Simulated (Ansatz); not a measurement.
`[AlH2][CH2][SiH2][SiH3]` → `C[SiH2][SiH2][AlH2]`  (isomerisation)

Program: Ansatz. Geometries: PBE0-D4/def2-TZVP. ΔE: electronic, gas phase. CCSD(T)/CBS is the MP2 limit (def2-TZVPP, def2-QZVPP) plus CCSD(T) − MP2 in def2-TZVPP, frozen cores. Functionals use def2-TZVPP. B3LYP here is the variant with VWN-RPA as its local correlation; programs differ in this. One conformer a species, not always the lowest.

`[AlH2][CH2][SiH2][SiH3]`:

Z-matrix (Å, degrees):
```
C
Si 1 1.860
Al 1 1.979 2 105.7
H 1 1.094 2 111.0 3 -121.7
H 1 1.095 2 110.2 3 118.5
Si 2 2.345 1 100.1 3 -36.7
H 2 1.488 1 111.6 3 76.9
H 2 1.490 1 117.3 3 -157.4
H 3 1.589 1 120.3 2 130.2
H 3 1.591 1 117.2 2 -62.9
H 6 1.530 2 101.6 1 27.0
H 6 1.485 2 120.1 1 141.7
H 6 1.487 2 115.0 1 -83.7
```

`C[SiH2][SiH2][AlH2]`:

Cartesian coordinates in Å:
```
C 0.397 -1.993 0.269
Si 1.038 -0.334 0.871
Si -0.580 1.336 0.567
Al -1.047 1.596 -1.819
H -0.494 -2.286 0.828
H 1.153 -2.770 0.399
H 0.131 -1.951 -0.790
H 2.263 0.042 0.106
H 1.427 -0.426 2.307
H -1.811 0.892 1.290
H -0.115 2.601 1.206
H -0.603 2.887 -2.632
H -1.759 0.407 -2.601
```

```tsv
level	ΔE (kcal/mol)	difference from CCSD(T)/CBS
PBE-D4	-0.4	-1.4
PBE0-D4	-0.2	-1.2
B3LYP-D4	0.2	-0.8
ωB97X-V	0.7	-0.3
ωB97M-V	2.9	1.9
B3LYP	-1.4	-2.4
CCSD/def2-TZVPP	0.1	-0.9
CCSD(T)/def2-TZVPP	0.6	-0.4
HF/def2-QZVPP	-2.3	-3.3
MP2/CBS(def2)	2.6	1.6
CCSD(T)/CBS	1.0	0
```

Largest T1 diagnostic among the species: 0.012.

In def2-TZVPP, CCSD(T) changes the Hartree–Fock value by +3.1 kcal/mol (the triples alone add +0.5 kcal/mol) and MP2 by +4.7 kcal/mol. The D4 term adds +1.6 kcal/mol with B3LYP and +0.8 kcal/mol with PBE0; it sums over pairs of atoms, weighted by their polarisabilities, and B3LYP, whose exchange is more repulsive, gets the larger term.

CCSD(T)/CBS has its own doubt, a few kJ/mol and more with outer-core shells, so smaller differences from it don't rank the levels.
